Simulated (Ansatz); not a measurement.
The same path of F3GeH + FH (7 atoms, charge 0, multiplicity 1) was run twice with different band settings. Lost on the way: Ge1–H2, F6–H7. Made: Ge1–F6, H2–H7.

Theory: Ansatz, RKS r2SCAN-D4/def2-SVP.

Relaxed end points:

```xyz
7
Properties=species:S:1:pos:R:3
Ge 0.275 0.000 -0.017
H 0.520 0.000 1.477
F 1.794 0.000 -0.831
F -0.520 1.394 -0.622
F -0.520 -1.394 -0.622
F -2.109 0.000 1.159
H -2.327 0.000 2.060
```

```xyz
7
Properties=species:S:1:pos:R:3
Ge -0.428 -0.001 -0.640
H 0.006 0.003 2.908
F 0.978 -0.002 0.321
F -0.437 1.390 -1.618
F -0.436 -1.389 -1.623
F -1.818 -0.004 0.343
H -0.752 0.003 2.914
```

Common settings: movable images 5; climbing image yes; spring 5.0 eV/Å²; start path through a guess of the saddle point; force threshold 0.05 eV/Å; iteration limit 60; end points relaxed.

| run | optimiser |
| --- | --- |
| 1 | quadratic models (default) |
| 2 | fire |

(1) What does each run give, and how far can it be trusted?

Answers

(1) Run 1: converged after 10 iterations, highest image 1.441 eV above the first end. A vibrational analysis at the climbing image gives one clearly imaginary mode, 1077i cm⁻¹: a first-order saddle point.
Run 2: converged after 50 iterations, highest image 1.441 eV above the first end. Another band between the same ends (5 images) ends at a top of the same energy, where a vibrational analysis finds 1 clearly imaginary mode.
The orbitals stay closed-shell, which can raise the energy where a bond breaks towards radicals; this wasn't checked here.
